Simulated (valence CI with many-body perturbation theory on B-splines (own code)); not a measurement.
**Bi+: calculation against measured levels**

Method: valence CI with perturbative core correlation (CI+MBPT): four valence electrons over a frozen Dirac-Fock core [Xe] 4f14 5d10, a basis of 11 s, 11 p, 10 d, 8 f, 5 g, 2 h functions for each j, with the one-electron correlation potential Σ1, the two-electron term Σ2, the three-electron term Σ3, Breit, model QED; selected CI, second order for the rest, scaled by the run's own slope (own B-spline code, finite nucleus).

Set against measurement, 25 paired levels are off by 185 cm⁻¹ on average, the worst by 535. These come from a selection out of the NIST Handbook of Basic Atomic Spectroscopic Data. Levels without a partner in it may be off by more. Among the levels kept, up to 480 cm⁻¹ of a level comes from second order outside the variational space, and about a tenth of that is noise between levels of different J, which matters for small intervals.

Measured levels: NIST Handbook of Basic Atomic Spectroscopic Data (Sansonetti and Martin, J. Phys. Chem. Ref. Data 34, 1559 (2005)). Pairs share parity and J, and are chosen by configuration, term and nearness in energy; levels without a clear partner are left out. Energies in cm⁻¹ above the measured ground level.

Levels are named by their leading jj configuration (3d3/2^4 stands for four electrons in 3d with j = 3/2), which in mixed levels can hold well under half, so a name can repeat and another be missing.

```csv
Computed label,Label in the source,Measured,Computed,Difference
(6s^2 6p1/2^2) J=0,"6p2 (1/2,1/2)",0,0.0,0
(6s^2 6p1/2 6p3/2) J=1,"6p2 (3/2,1/2)",13325.4,13649.0,+324
(6s^2 6p1/2 6p3/2) J=2,"6p2 (3/2,1/2)",17031.7,17285.5,+254
(6s^2 6p3/2^2) J=2,"6p2 (3/2,3/2)",33938.7,34415.5,+477
(6s^2 6p3/2^2) J=0,"6p2 (3/2,3/2)",44173.8,44461.5,+288
(6s^2 6p1/2 7s) J=0,"6p 7s (1/2,1/2)°",69133.9,69360.6,+227
(6s^2 6p1/2 7s) J=1,"6p 7s (1/2,1/2)°",69598.5,69846.4,+248
(6s 6p1/2^2 6p3/2) J=2,6s 6p3,76148.7,75872.5,-276
(6s^2 6p1/2 6d3/2) J=2,"6p 6d (1/2,3/2)°",79091.1,79237.1,+146
(6s^2 6p1/2 6d3/2) J=1,"6p 6d (1/2,3/2)°",80577.1,80722.7,+146
(6s^2 6p1/2 6d5/2) J=2,"6p 6d (1/2,5/2)°",82049.6,82137.0,+87
(6s^2 6p1/2 6d5/2) J=3,"6p 6d (1/2,5/2)°",82257.3,82442.0,+185
(6s^2 6p1/2 7p1/2) J=1,"6p 7p (1/2,1/2)",84280.4,84245.3,-35
(6s^2 6p1/2 7p1/2) J=0,"6p 7p (1/2,1/2)",87078.8,87111.3,+33
(6s^2 6p1/2 7p3/2) J=1,"6p 7p (1/2,3/2)",88566.7,88538.3,-28
(6s^2 6p3/2 7s) J=2,"6p 7s (3/2,1/2)°",88771.4,89306.3,+535
(6s^2 6p1/2 7p3/2) J=2,"6p 7p (1/2,3/2)",88789.5,88755.6,-34
(6s^2 6p3/2 7s) J=1,"6p 7s (3/2,1/2)°",89885.7,90344.5,+459
(6s 6p1/2^2 6p3/2) J=1,6s 6p3 3D°,94442.2,94544.4,+102
(6s 6p1/2 6p3/2^2) J=2,6s 6p3 3D°,94930.6,95050.3,+120
(6s 6p1/2 6p3/2^2) J=3,6s 6p3 3D°,96062.4,96267.6,+205
(5f7/2 6s^2 6p1/2) J=3,"6p 5f (1/2,7/2)",105289.7,105296.9,+7
(5f5/2 6s^2 6p1/2) J=3,"6p 5f (1/2,5/2)",105451.0,105472.4,+21
(6s^2 6p1/2 7d3/2) J=2,"6p 7d (1/2,3/2)°",105527.2,105362.0,-165
(5f7/2 6s^2 6p1/2) J=4,"6p 5f (1/2,7/2)",105728.1,105717.5,-11
(6s^2 6p3/2 7p3/2) J=3,"6p 7p (3/2,3/2)",108280.7,108490.5,+210
```

Over 25 excited levels the mean absolute difference is 185 cm⁻¹, the median 165 and the largest 535. The comparison draws on a selection of the measured levels: 26 of the 97 computed ones have a partner in it, and others may be off by more.

Rates against NIST Handbook of Basic Atomic Spectroscopic Data (Sansonetti and Martin, J. Phys. Chem. Ref. Data 34, 1559 (2005)):

```json
{"λ vac, measured (nm)": "143.68", "Upper": "(6s^2 6p1/2 7s) J=1", "Lower": "(6s^2 6p1/2^2) J=0", "A computed (s⁻¹)": "2.41e+08", "A tabulated (s⁻¹)": "3.47e+08"}
{"λ vac, measured (nm)": "177.70", "Upper": "(6s^2 6p1/2 7s) J=1", "Lower": "(6s^2 6p1/2 6p3/2) J=1", "A computed (s⁻¹)": "1.42e+08", "A tabulated (s⁻¹)": "9.70e+07"}
{"λ vac, measured (nm)": "179.18", "Upper": "(6s^2 6p1/2 7s) J=0", "Lower": "(6s^2 6p1/2 6p3/2) J=1", "A computed (s⁻¹)": "7.51e+08", "A tabulated (s⁻¹)": "6.41e+08"}
{"λ vac, measured (nm)": "190.23", "Upper": "(6s^2 6p1/2 7s) J=1", "Lower": "(6s^2 6p1/2 6p3/2) J=2", "A computed (s⁻¹)": "4.84e+08", "A tabulated (s⁻¹)": "3.55e+08"}
```
